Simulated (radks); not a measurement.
The numbers below are computed, except where a source is named.
Problem. V3+, 20 electrons, occupied as [Ne] 3s2 3p5 3d2 4d1 (not the ground configuration). Code: a radial shooting solver on a logarithmic mesh with Libxc functionals. Model: non-relativistic Kohn-Sham, PBE, spin-unpolarised, spherical densities, point nucleus. Some entries of the table are withheld. Estimate them.

orbital  occ.  eigenvalue (hartree)  <r> (bohr)
1s          2             -197.5845     0.06705
2s          2             -23.68575         (1)
2p          6             -20.26943         (2)
3s          2              -4.18869      0.9292
3p          5              -3.23856      0.9712
3d          2              -1.73771       1.085
4s          0              -1.17469         (3)
4p          0              -0.94703       2.712
4d          1                   (4)       3.441
4f          0              -0.41060         (5)
5d          0                   (6)       6.461

Solution. 
(1) 2s <r> (bohr): 0.3108
(2) 2p <r> (bohr): 0.2748
(3) 4s <r> (bohr): 2.418
(4) 4d eigenvalue (hartree): -0.62669
(5) 4f <r> (bohr): 4.275
(6) 5d eigenvalue (hartree): -0.32497
